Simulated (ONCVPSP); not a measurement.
C (Z = 6): excitation energies, all-electron against ONCV

- Element: carbon (C)
- Generator: ONCVPSP 4.0.1
- Type: optimised norm-conserving Vanderbilt (ONCV)
- Functional: LDA (Perdew-Zunger)
- Relativity: scalar-relativistic
- Frozen core: [He]
- Valence charge: 4
- Reference configuration: 2s2 2p1 (charge +1)
- Partial waves: 2s: rc 1.25 bohr, ncon 5, nbas 9, qcut 5.7 1/bohr, 3 projectors, debl 3.4 Ha; 2p: rc 2.25 bohr, ncon 4, nbas 7, qcut 6.9 1/bohr, 2 projectors, debl 0.4 Ha; d scattering state at 0.41 Ha: rc 1.75 bohr, ncon 4, nbas 7, qcut 5.7 1/bohr, 2 projectors, debl 0.6 Ha
- Local potential: polynomial inside 1.15 bohr (lpopt 5, dvloc0 1 Ha)
- Core correction: none

In the p channel the program set the typed energies aside and used -0.629, 0.250 Ha.

Energies are relative to the spin-unpolarised reference configuration 2s2 2p1; without spin polarisation the order of configurations can differ from experiment.

```csv
valence configuration,charge,ΔE all-electron (eV),error AE − PS (meV)
2s2 2p2,0,-10.988,+48
2s2 2p0,+2,24.259,+174
```

Problem. What are ΔE and the potential's error for 2s1 2p0?

Solution. ΔE = 72.229 eV all-electron; the error (AE − PS) is +517 meV.

Problem. What are ΔE and the potential's error for 2s1 2p3?

Solution. ΔE = -2.746 eV all-electron; the error (AE − PS) is +114 meV.
